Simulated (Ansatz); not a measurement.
Ansatz (a program for electronic structure) input:

Ansatz 0.2 input:
```yaml
crystal:
  periodic: [false, false, false]
  atoms:
    - {symbol: Cd, position_ang: [0.29017189, 0.00121112, -0.04132036]}
    - {symbol: F, position_ang: [-0.94757699, 1.37515812, -1.06981703]}
    - {symbol: F, position_ang: [-0.60000641, -1.38161743, 1.29019226]}
basis:
  gaussian:
    orbitals: def2-SVP
total_charge: -1
magnetization: {spin_polarized: true, initial_magnetization: 1}
correlation: {method: ccsd_t, electrons: outside_noble_gas}
```

Problem. Predict the final energy.

Solution. -366.23913 Eh (CCSD(T)/def2-SVP). The basis has 59 functions.

The spin state was set by rule; other spins were not relaxed.
